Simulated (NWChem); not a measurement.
Molecule: Si2H4SF2; SMILES F[SiH2]S[SiH2]F

```xyz
9

Si    -1.5054    -0.6054     0.1798
F     -2.3424     0.6806     0.7060
S      0.0000     0.0000    -1.2110
Si     1.5054     0.6054     0.1798
F      2.3424    -0.6806     0.7060
H     -0.8901    -1.2443     1.3717
H     -2.4337    -1.4979    -0.5556
H      0.8901     1.2443     1.3717
H      2.4337     1.4979    -0.5556
```
Atoms are numbered in this order, from 1.

Computed with NWChem. Pople sets run with spherical d functions. Medium grid unless said otherwise, to which SCAN and Minnesota functionals are sensitive. Structure relaxed at the PBE0/def2-SVP level. Hybrids' shares of exact exchange are those that their runs print; pure functionals count as 0. The functionals differ in more than this share.

| row | share of exact exchange | orbital gap (eV) |
|---|---|---|
| PBE/6-31G* | 0.00 | 6.17 |
| r2SCAN/6-31G* | 0.00 | 6.91 |
| B3LYP/6-31G* | 0.20 | 7.81 |
| r2SCAN0/6-31G* | 0.25 | 8.76 |
| PW6B95/6-31G* | 0.28 | 8.33 |
| MPW1K/6-31G* | 0.43 | withheld |

Fit a straight line of the last column on the one before it, predict the withheld value, and compare with the run.


1. Means of the 5 shown rows: x = 0.146, y = 7.596. Slope Σ(x − x̄)(y − ȳ)/Σ(x − x̄)² = 0.5393/0.07432 = 7.257; intercept 6.536.
2. The shown rows scatter about the line by 0.326 (root mean square); the largest residual is +0.41, at r2SCAN0/6-31G*.
3. At x = 0.43 (MPW1K/6-31G*; beyond the shown range) the line gives 9.66.
4. The run gives 9.83, +0.17 from the line, 0.5 times the scatter.
